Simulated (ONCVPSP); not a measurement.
**What one change does to a pseudopotential (lutetium, ONCV)**

lutetium, optimised norm-conserving Vanderbilt (ONCV), made with ONCVPSP 4.0.1 (PBE, scalar-relativistic). Core [Kr] 4d10, reference 4f14 5s2 5p6 5d1 6s2. Waves: 5s+6s: rc 1.75 bohr, ncon 3, nbas 6, qcut 7.5 1/bohr, 2 projectors; 5p: rc 1.50 bohr, ncon 4, nbas 8, qcut 4.5 1/bohr, 3 projectors, debl 3 Ha; 5d: rc 3.10 bohr, ncon 4, nbas 9, qcut 4.4 1/bohr, 2 projectors, debl 2.8 Ha; 4f: rc 1.05 bohr, ncon 4, nbas 8, qcut 14.1 1/bohr, local. Local part: the f channel. Core correction: none.

All-electron outer shells of the reference configuration (PBE, scalar-relativistic, ld1.x):

```
shell  level (eV)  outermost node (bohr)  outermost maximum (bohr)
   4d     -191.92                   0.23                      0.48
   5s      -61.06                   0.57                      1.04
   5p      -31.66                   0.61                      1.19
   4f       -9.62                      –                      0.47
   6s       -4.66                   1.41                      3.08
   5d       -1.75                   0.68                      1.84
```

Change: s: rc 2.3.

Cutoffs: the cutoffs (Ha) at which the residual kinetic energy of the hardest occupied pseudo-wave falls to 1 and 0.1 mHa per electron; they do not see the model core or the augmentation charge, which bear on the density cutoff. Errors are all-electron minus pseudo energies relative to the spin-unpolarised reference configuration.

Question: How do hardness, ghosts and transferability respond?

Answer: The potential gets neither clearly harder nor softer (105 Ha and 244 Ha → 105 Ha and 244 Ha); both files keep a bound ghost (s); of the 3 tests that both files solve, the error grows in 2 and shrinks in 1 by more than 15 % and 0.3 meV (median size 11.8 → 14.0 meV).

| quantity | base | changed |
| --- | --- | --- |
| cutoff, loose | 105 Ha | 105 Ha |
| cutoff, tight | 244 Ha | 244 Ha |
| loose cutoff by channel | s 19 Ha, p 72 Ha, d 7.1 Ha, f 105 Ha | s 11 Ha, p 72 Ha, d 7.1 Ha, f 105 Ha |
| bound ghosts | s | s |
| GHOST(+) flags under 300 eV | d at 54.5 eV, p at 127.3 eV | d at 54.5 eV, p at 127.3 eV |
| tests with a reliable result | 3 of 4 | 3 of 4 |
| error for 4f14 5s2 5p6 5d1 6s1, meV [ΔE 7.37 eV] | -2.0 | -2.5 |
| error for 4f14 5s2 5p6 5d1 6s0, meV [ΔE 20.65 eV] | -12 | -14 |
| error for 4f13 5s2 5p6 5d1 6s2, meV [ΔE 17.54 eV] | -73 | -18 |
| p: phases at 1.52 bohr within 0.05 rad from the reference energy up to (Ha; the scan ends near 5) | to the end of the scan | to the end of the scan |
| d: phases at 3.15 bohr within 0.05 rad from the reference energy up to (Ha; the scan ends near 5) | 0.7 | 0.7 |
| f: phases at 1.07 bohr within 0.05 rad from the reference energy up to (Ha; the scan ends near 5) | 1.0 | 1.0 |

 A true bound ghost makes a file unfit for plane-wave use even where its test errors are small: the radial tests pick states by their node count and pass the ghost by.
